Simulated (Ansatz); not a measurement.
GeAu2⁻. Charge -1, multiplicity 2. Geometry relaxed at r2SCAN-D4/def2-TZVPD.

```xyz
3

Au   -0.139   -1.246   -1.137
Au    0.061    0.181    1.682
Ge    0.078    1.065   -0.545
```

In the def2 sets Au takes a core potential; there is no spin–orbit coupling. The relaxation made no stability test and no search for a lower SCF solution. The structure comes from a short search, and lower isomers may exist.

Task: Estimate the harmonic wavenumbers at UKS r2SCAN-D4/def2-TZVPD (Ansatz, unscaled). Is this a minimum?

Result: 34, 198, 233 cm⁻¹. Yes, no mode is imaginary beyond noise. Zero-point energy 2.8 kJ/mol. It took 25 s on 4 threads of AMD EPYC 7B13 on a shared host.
